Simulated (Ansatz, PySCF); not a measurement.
Ways to break one bond of N[SiH2]N:

A. N[SiH2]N -> N[SiH]N + H atom
B. N[SiH2]N → [NH][SiH2]N + H atom
C. N[SiH2]N → N[SiH2] + [NH2] (NH2)

Quantity: bond dissociation energy (enthalpy at 298 K, with B3LYP-D3(BJ) rigid-rotor harmonic-oscillator terms), kcal/mol. Geometries: B3LYP-D3(BJ)/def2-TZVP minima from Ansatz (a quantum-chemistry and plane-wave program), one conformer each, not searched for the lowest. Frequencies are from Ansatz or PySCF. Cores are frozen in the correlated levels unless marked. UHF or UKS for open shells. Spin-orbit coupling is left out. Non-relativistic. CBS(X,Y): correlation extrapolated as X^-3; Hartree-Fock from the larger set.

```
   BHLYP-D3(BJ)/def2-TZVPD (Ansatz + dftd3)  LC-wPBE-D4/def2-TZVPD (Ansatz + dftd4)  RI-MP2/cc-pV(T+d)Z (Ansatz)  CCSD(T)/CBS(cc-pV(T+d)Z,cc-pV(Q+d)Z) (Ansatz)
-  ----------------------------------------  --------------------------------------  ---------------------------  ---------------------------------------------
A                                      91.6                                    88.5                         90.2                                              ?
B                                     105.3                                   107.4                        111.6                                              ?
C                                     100.7                                   104.4                        110.6                                              ?
```

Question: Fill in the missing entries.

Answer: 
- A, CCSD(T)/CBS(cc-pV(T+d)Z,cc-pV(Q+d)Z) (Ansatz): 93.7
- B, CCSD(T)/CBS(cc-pV(T+d)Z,cc-pV(Q+d)Z) (Ansatz): 111.2
- C, CCSD(T)/CBS(cc-pV(T+d)Z,cc-pV(Q+d)Z) (Ansatz): 108.0
